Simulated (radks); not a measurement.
Task: Species: Pm XX. Configuration: [Kr] 4d6. Method: Dirac Kohn-Sham, exchange-only PBE, spin-unpolarised, spherical densities, finite nucleus; open shells fill j = l - 1/2 first; Fermi nuclear charge, rms radius 4.962 fm; computed with a radial shooting solver on a logarithmic mesh with Libxc functionals. Some entries of the table are withheld. Estimate them.

orbital  occ.  eigenvalue (hartree)  r(max) (bohr)
1s1/2       2             -1670.846        0.01479
2s1/2       2             -286.6284        0.08395
2p1/2       2             -272.4130        0.06370
2p3/2       4             -251.8195        0.06924
3s1/2       2             -76.25292         0.2385
3p1/2       2             -70.17489         0.2254
3p3/2       4             -66.00074         0.2371
3d3/2       4                   (1)            (2)
3d5/2       6                   (3)            (4)
4s1/2       2             -27.91339         0.5393
4p1/2       2             -25.52060         0.5424
4p3/2       4             -24.46764         0.5644
4d3/2       4             -20.48322         0.5645
4d5/2       2             -20.27418         0.5710
5s1/2       0             -13.98430          1.057
5p1/2       0             -12.99413          1.090
5p3/2       0             -12.63374          1.124

Result: 
(1) 3d3/2 eigenvalue (hartree): -55.47069
(2) 3d3/2 r(max) (bohr): 0.1893
(3) 3d5/2 eigenvalue (hartree): -54.56349
(4) 3d5/2 r(max) (bohr): 0.1926
